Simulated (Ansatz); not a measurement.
HIZn (SMILES [ZnH][I]) moved off its minimum; all values from Ansatz (an electronic-structure program), cores frozen in correlated methods. Elements past Kr take the def2 small-core potentials, without spin–orbit coupling.
(charge 0, multiplicity 1)
```xyz
3

Zn     0.05141     0.00964    -1.43898
H      0.24171     0.15758    -3.11168
I     -0.23998    -0.00463     0.84086
```

Forces at HF/def2-TZVPP (eV/Å):

```json
[
 {"atom": "Zn1", "Fx": "0.455", "Fy": "0.254", "Fz": "-3.872"},
 {"atom": "H2", "Fx": "-0.140", "Fy": "-0.188", "Fz": "1.337"},
 {"atom": "I3", "Fx": "-0.315", "Fy": "-0.067", "Fz": "2.535"}
]
```

Give the forces (eV/Å), the total energy and the dipole at CCSD(T)/def2-TZVPPD.


```
atom      Fx      Fy      Fz
----  ------  ------  ------
Zn1    0.425   0.274  -3.663
H2    -0.179  -0.213   1.668
I3    -0.247  -0.061   1.995
```
Energy -2075.7246 hartree, dipole 0.44 D.
